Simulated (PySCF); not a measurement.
B(Me)2(NH2) (C2H8BN), SMILES NB(C)C. The structure is a stationary point at PBE-D3(BJ)/def2-SVP. The values are those of a single conformer.

Give the equilibrium geometry at PBE-D3(BJ)/def2-SVP (PySCF confirms it by a frequency run) as bond lengths and angles, and its point group. (Estimate from the structure and the level; the computed values follow.)

Several could match; the one computed here: point group C2v.
Atoms: B1 C2 H3 H4 H5 C6 H7 H8 H9 N10 H11 H12. Bonded distances (Å): B1–C2 1.589, B1–C6 1.589, B1–N10 1.408, C2–H3 1.112, C2–H4 1.112, C2–H5 1.110, C6–H7 1.112, C6–H8 1.110, C6–H9 1.112, N10–H11 1.021, N10–H12 1.021. Angles (°): C2–B1–C6 120.6, C2–B1–N10 119.7, C6–B1–N10 119.7, B1–C2–H3 110.5, B1–C2–H4 110.5, B1–C2–H5 114.6, H3–C2–H4 105.5, H3–C2–H5 107.7, H4–C2–H5 107.7, B1–C6–H7 110.5, B1–C6–H8 114.6, B1–C6–H9 110.5, H7–C6–H8 107.7, H7–C6–H9 105.5, H8–C6–H9 107.7, B1–N10–H11 123.2, B1–N10–H12 123.2, H11–N10–H12 113.5.
Charge 0, spin multiplicity 1.
